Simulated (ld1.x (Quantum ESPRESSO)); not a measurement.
The numbers below are computed, except where a source is named.
## Pseudopotentials across the periodic table

Generated with ld1.x 7.5 (TM, RRKJ, ultrasoft, PAW), atompaw 4.2 or ONCVPSP 4.0.1. The cutoff is in Ry: for ld1.x and atompaw files where the sum of valence levels is converged to 10 mRy in a Bessel basis, for ONCV files where the hardest occupied wave has 1 mHa per electron of residual kinetic energy. The error is the largest all-electron minus pseudo excitation energy over each file’s own four to seven test configurations (ionisations up to +4, promotions, holes and added fractions of an electron), all of which were solved. The labels leave out finer settings (local radius, basis sizes, second energies), which also bear on the numbers. Spin-polarised tests are not counted. The rows are a selection from randomly drawn settings: files with unsolved tests, undetermined cutoffs or missed reference levels are left out.

A true bound ghost makes a file unfit for plane-wave use even where its test errors are small: the radial tests pick states by their node count and pass the ghost by.

```tsv
element	potential	cutoff (Ry)	largest error (meV)	bound ghosts
Cl	ultrasoft, PBE, non-relativistic, rc 1.20/1.20 (sp), local smoothed, core correction no, reference 3s2 3p3	25	+15	none
Zn	ultrasoft, LDA (PZ), scalar-relativistic, rc 2.35/1.15/0.95 (spd), local smoothed, core correction yes, reference 3p6 3d10 4s1.5 4p0	180	-80	s
Ru	TM, LDA (PZ), scalar-relativistic, rc 3.00/4.20/2.10 (spd), local s, core correction no, reference 4d7 5s1 5p0	45	-387	none
In	TM, revPBE, fully relativistic, rc 1.60/3.00/1.55 (spd), local smoothed, core correction yes, reference 4d10 5s2 5p1	80	+593	s
I	ultrasoft, PBE, fully relativistic, rc 1.80/2.40/2.05 (spd), local smoothed, core correction yes, reference 5s2 5p5	12	-88	d5/2
Hf	TM, PBE, scalar-relativistic, rc 2.40/3.35/2.45 (spd), local s, core correction yes, reference 5d2 6s2 6p0	21	-292	none
Tl	TM, PBEsol, scalar-relativistic, rc 1.95/3.10 (sp), local s, core correction yes, reference 6s1.75 6p1.25	18	-354	none
```

Question: Fill in the row for P: TM, LDA (PZ), scalar-relativistic, rc 1.30/1.75/1.80 (spd), local s, core correction yes, reference 3s2 3p3.

Answer: cutoff 40 Ry, largest error +173 meV, bound ghosts: none.

Question: Fill in the row for Ti: TM, PBE, scalar-relativistic, rc 2.10/2.10/1.10 (spd), local smoothed, core correction no, reference 3d1 4s0 4p0.

Answer: cutoff 120 Ry, largest error +963 meV, bound ghosts: s.
